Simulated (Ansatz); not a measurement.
Reaction (SMILES): C[SiH]C → C[SiH-]C (an electron is taken up)
Each molecule is optimised on its own at B3LYP-D3(BJ)/def2-TZVP (Ansatz, a program for electronic structure).

Wanted: adiabatic electron affinity (electronic energy difference), positive where the reaction releases energy, in eV. Valence correlation only, unless marked. UHF or UKS for open shells. No spin-orbit coupling. No relativistic terms. Anions need diffuse functions: aug- sets have them; def2-D sets add few; the other sets have none. CBS marks a two-point X^-3 extrapolation of the correlation energy; Hartree-Fock from the larger set.

CCSD(T)/CBS(aug-cc-pV(T+d)Z,aug-cc-pV(Q+d)Z) (Ansatz) gives 0.91 eV.

Task: Another calculation gave 0.64 eV. Which level was it?
A. SVWN5/def2-TZVPD (Ansatz)
B. BLYP/def2-TZVPD (Ansatz)
C. LC-wPBE/def2-TZVPD (Ansatz)

Result: C, LC-wPBE/def2-TZVPD (Ansatz). The others give 0.79 (BLYP), 0.97 (SVWN5) eV.
